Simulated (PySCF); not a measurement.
**Question.** What does the PBE0-D3(BJ)/def2-SVP structure of `C[C@@H]1CCC[P@H](=S)C1` look like in three dimensions?

**Answer.** 
Z-matrix in Å and degrees, rows numbered from 1:
```
C 
C   1  1.5236
C   2  1.5314  1  111.37
C   3  1.5261  2  114.32  1   174.66
C   4  1.5262  3  113.40  2    62.59
P   5  1.8279  4  112.55  3   -56.78
S   6  1.9428  5  116.71  4   175.20
C   2  1.5322  1  110.41  3  -124.82
H   1  1.1009  2  111.19  3   -57.73
H   1  1.1005  2  111.38  3  -178.13
H   1  1.1022  2  110.78  3    62.04
H   2  1.1067  1  107.89  3   117.68
H   3  1.1020  2  108.77  1    52.41
H   3  1.1058  2  108.78  1   -62.68
H   4  1.1045  3  109.28  2   -59.86
H   4  1.1020  3  109.65  2  -175.42
H   5  1.1007  4  112.71  3  -178.58
H   5  1.1032  4  111.73  3    61.27
H   6  1.4284  5  101.51  4   -57.55
H   8  1.1016  2  112.07  1   -57.26
H   8  1.1041  2  111.17  1    61.78
```

The 6-membered ring C2–C3–C4–C5–P6–C8 has internal angles of 101.7° to 114.3° (sum 668°, against 720° for a flat polygon); it is puckered, 0.24 Å rms from its mean plane, widest ring torsion 63°. P6 (phosphorus bonded to 2 C, S and H) is distorted tetrahedral (angles from 101.5° to 116.7°). Of the pairs four or more bonds apart, H9···H13 is among the closest relative to their van der Waals radii: 2.48 Å, 103 % of the sum of Bondi's values.

Level of theory: PBE0-D3(BJ)/def2-SVP geometry optimisation, gas phase (PySCF).

Point group: C1 (no symmetry element, even within 0.4 Å). No PBE0-D3(BJ)/def2-SVP frequencies stand behind this structure, so it isn't proved a minimum. The numbers are those of one conformer (C1–C2–C3–C4 175°, C2–C3–C4–C5 63°, C3–C4–C5–P6 -57°, C4–C5–P6–S7 175°).

Hardware: an Arm Neoverse V2 with one thread, shared host. Cost: 50 s, 0.78 GiB resident at most. That covers the optimisation of the geometry.
